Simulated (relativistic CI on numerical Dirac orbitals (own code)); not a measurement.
# Ho2+: 5p photoemission

Computed with this model: Dirac-Coulomb-Breit CI, separate exchange-only KLI orbitals for each configuration, model QED, valence Slater integrals scaled by 0.9, multiplet model of photoemission in the sudden approximation; configurations [Xe] 4f11 → [Kr] 4d10 4f11 5s2 5p5; 300 K; Lorentzian 0.6 eV and Gaussian 0.5 eV FWHM. Energies are those of the free ion, without screening or charge transfer. The energies are binding energies and can lie tens of eV above those of solids. S is read from ⟨S²⟩ = S(S + 1).

Computed curve for free ion, scaled to 100 at the maximum (points under 2 are left out and the grid is thinned):

```csv
Energy (eV),Intensity
39.2,2.1
39.4,2.3
39.7,2.8
39.9,3.3
40.1,3.8
40.3,4.6
40.6,6.1
40.8,7.8
41.0,10.2
41.2,14.2
41.5,26.7
41.7,43.5
41.9,67.7
42.2,97.0
42.4,99.7
42.6,93.8
42.8,89.2
43.1,93.0
43.3,90.2
43.5,75.3
43.7,55.0
44.0,32.6
44.2,24.8
44.4,19.9
44.7,14.5
44.9,12.8
45.1,13.1
45.3,15.1
45.6,16.8
45.8,14.9
46.0,12.0
46.2,10.0
46.5,8.2
46.7,7.6
46.9,7.5
47.1,8.1
47.4,10.3
47.6,13.1
47.8,18.8
48.1,36.8
48.3,52.7
48.5,63.6
48.7,67.4
49.0,65.4
49.2,53.9
49.4,36.8
49.6,22.7
49.9,11.6
50.1,8.1
50.3,6.0
50.6,4.2
50.8,3.5
51.0,3.0
51.2,2.7
51.5,2.5
51.7,2.5
51.9,2.5
52.1,2.5
52.4,2.3
52.6,2.0
```

The ground state has S = 1.48, and the centroid lies at 44.84 eV.
